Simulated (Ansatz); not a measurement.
`[SH][Ge][Cl]` + H₂O → `[OH][Ge][SH]` + HCl at 700 K and 1 bar (formal hydrolysis of a Ge–Cl bond).

Computed with Ansatz on PBE0-D4/def2-TZVP structures; ΔE is electronic, products minus reactants. CCSD(T)/CBS adds triple-zeta CCSD(T) − MP2 to the extrapolated MP2 energy (def2 sets, frozen cores). This one scheme is used for every species. For Ge outer-core shells are correlated without core-valence functions, which leaves a few kJ/mol of doubt a bond. Scalar relativity is left out up to krypton. Each species was taken in one conformer, which may not be the lowest.

```
       species  CCSD(T)/CBS energy (Eh)  H − E (kJ/mol)  S (J/(mol·K))
`[SH][Ge][Cl]`              -2934.32884            70.4          367.1
           H₂O                -76.37941            80.5          218.4
`[OH][Ge][SH]`              -2550.31266           107.7          369.4
           HCl               -460.38127            38.4          211.8
```

H − E and S are ideal-gas, rigid-rotor, harmonic terms from PBE0-D4/def2-TZVP, for one conformer and one mirror image of each species. 1 Eh = 2625.50 kJ/mol, R = 8.31446 J/(mol·K).

Task: By hand: ΔE, ΔH, ΔS and ΔG.

Result: ΔE = (-2550.31266) + (-460.38127) − (-2934.32884) − (-76.37941) = 0.01432 Eh = 37.6 kJ/mol. Δ(H − E) = 107.7 + 38.4 − 70.4 − 80.5 = -4.8, so ΔH = 32.8 kJ/mol. ΔS = 369.4 + 211.8 − 367.1 − 218.4 = -4.3 J/(mol·K). ΔG = 32.8 − 700 × (-4.3)/1000 = 35.8 kJ/mol.

Task: By hand: the equilibrium constant, and the temperature at which ΔG would vanish if ΔH and ΔS stayed fixed.

Result: log₁₀ K = −ΔG/(RT ln 10) = -2.7. ΔH and −TΔS have one sign here, so there is no such temperature. One of them is within its doubt of zero, so this could turn.

The number of gas molecules stays the same, so ΔS is small and ΔH decides. A doubt of 5 kJ/mol in ΔE shifts log₁₀ K by 0.4 here. Other conformers and mirror images would add mixing entropy, several J/(mol·K) or more a flexible species. These are equilibria of isolated gas molecules and say nothing of rates. Largest T1 diagnostic: 0.015 (customary marks: 0.02 for closed shells, 0.045 for open ones).
